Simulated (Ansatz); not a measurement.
```tsv
atom	x (Å)	y (Å)	z (Å)
Co	0.0000	0.0000	0.0000
F	0.0000	0.0000	1.7400
F	0.0000	0.0000	-1.7400
```

Basis set: pcseg-2 (spherical functions). Some runs use density fitting. Charge 0, multiplicity 2.

Computed with Ansatz (development build ahead of 0.2.0); each method stands on the lowest determinant of its kind that the runs found.

Question: Give the atomization energy at this shape (free ground-state atoms in the same class of orbitals less the molecule, no zero-point energy) of doublet CoF₂ by PBE (unrestricted), PBE0 (unrestricted), UHF, ROHF.

Answer:

```csv
method,atomization energy
PBE (unrestricted),9.64 eV
PBE0 (unrestricted),8.88 eV
UHF,5.02 eV
ROHF,4.39 eV
```

Caution: another spin multiplicity may lie lower. Caution for PBE (unrestricted), PBE0 (unrestricted), UHF: the unrestricted determinant is a mixture of spin states. Caution for ROHF: an unrestricted determinant lies well below.

The shape needn't be a minimum at these levels.
